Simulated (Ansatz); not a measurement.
Low-lying states of BeH

Computed with Ansatz's Gaussian-basis code (development build). State-averaged CASSCF with equal weights; occupations are averaged over the states; levels count from the state that is lowest in CASSCF. No symmetry is imposed, so a solution can break that of the shape. The lowest solution met needn't be the lowest there is, nor hold the orbitals that a chemist would pick. The average may hold one member of a degenerate pair alone.

Geometry: bond length 1.3585 Å.

Basis cc-pVDZ, nonrelativistic, 1 orbital frozen in the corrections; active space CAS(3,5). Averaged: 2 doublets.

Question: Give the levels in order.

Answer: 

```csv
state,CASSCF (eV),SC-NEVPT2 (eV)
doublet,0.000,0.000
doublet,2.577,2.547
```

Occupations: 1.94, 0.52, 0.51, 0.02, 0.01.
